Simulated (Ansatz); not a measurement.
Reaction (redistribution): `[NH]=[Mo](=[NH])([F])[F]` + `C[SiH2]N` → `[CH3][Mo](=[NH])(=[NH])[F]` + `N[SiH2]F`

Gas-phase electronic energies from Ansatz, PBE0-D4/def2-TZVP geometries. CCSD(T)/CBS adds triple-zeta CCSD(T) − MP2 to the extrapolated MP2 energy (def2 sets, frozen cores). DFT in def2-TZVPP. B3LYP here is the variant with VWN-RPA as its local correlation; programs differ in this. HSE06 is defined as in plane-wave codes. Elements past krypton have def2 core potentials. For Mo outer-core shells are correlated without core-valence functions, which leaves a few kJ/mol of doubt a bond. One conformer a species, not always the lowest.

| level | ΔE (kJ/mol) | difference from CCSD(T)/CBS |
| --- | --- | --- |
| PBE-D4 | -19.6 | 27.4 |
| revPBE-D4 | -17.4 | 29.6 |
| BLYP-D4 | -24.9 | 22.1 |
| r2SCAN-D4 | -24.3 | 22.7 |
| B97M-V | -21.2 | 25.8 |
| PBE0-D4 | -29.0 | 18.0 |
| B3LYP-D4 | -32.3 | 14.7 |
| r2SCANh-D4 | -28.3 | 18.7 |
| r2SCAN0-D4 | -33.7 | 13.3 |
| HSE06-D4 | -29.1 | 17.9 |
| BHLYP-D4 | -42.0 | 5.0 |
| CAM-B3LYP-D4 | -32.6 | 14.4 |
| ωB97X-V | -28.5 | 18.5 |
| ωB97M-V | -34.7 | 12.3 |
| B2PLYP | -35.9 | 11.1 |
| PBE-QIDH | -38.5 | 8.5 |
| PBE | -18.5 | 28.5 |
| revPBE | -16.4 | 30.6 |
| r2SCAN | -24.0 | 23.0 |
| PBE0 | -28.0 | 19.0 |
| B3LYP | -30.6 | 16.4 |
| r2SCANh | -27.9 | 19.1 |
| BHLYP | -40.1 | 6.9 |
| CAM-B3LYP | -31.4 | 15.6 |
| LC-ωPBE | -22.0 | 25.0 |
| RPA@PBE/def2-TZVPP | -41.9 | 5.1 |
| HF/def2-SVP | -31.0 | 16.0 |
| MP2/def2-SVP | -29.5 | 17.5 |
| CCSD/def2-SVP | -33.2 | 13.8 |
| CCSD(T)/def2-SVP | -29.7 | 17.3 |
| HF/def2-TZVPP | -47.0 | 0.0 |
| MP2/def2-TZVPP | -48.2 | -1.2 |
| SCS-MP2/def2-TZVPP | -46.3 | 0.7 |
| CCSD/def2-TZVPP | -48.6 | -1.6 |
| CCSD(T)/def2-TZVPP | -45.8 | 1.2 |
| HF/def2-QZVPP | -48.2 | -1.2 |
| MP2/def2-QZVPP | -49.3 | -2.3 |
| SCS-MP2/def2-QZVPP | -47.1 | -0.1 |
| HF/CBS(def2) | -48.3 | -1.3 |
| MP2/CBS(def2) | -49.4 | -2.4 |
| CCSD(T)/CBS | -47.0 | 0 |

Largest T1 diagnostic among the species: 0.022, so the coupled-cluster value is less sure than usual.

At CCSD(T), def2-SVP lies +17.3 kJ/mol from the extrapolated value and def2-TZVPP +1.2 kJ/mol. From BLYP to BHLYP (50 % exact exchange), in def2-TZVPP and without D4, ΔE moves by −17.1 kJ/mol. Leaving LDA and LC-ωPBE aside and taking each functional with its dispersion term where it has one, the values spread over 24.6 kJ/mol, from BHLYP-D4 to revPBE-D4. LDA lies −5.1 kJ/mol from PBE without D4.
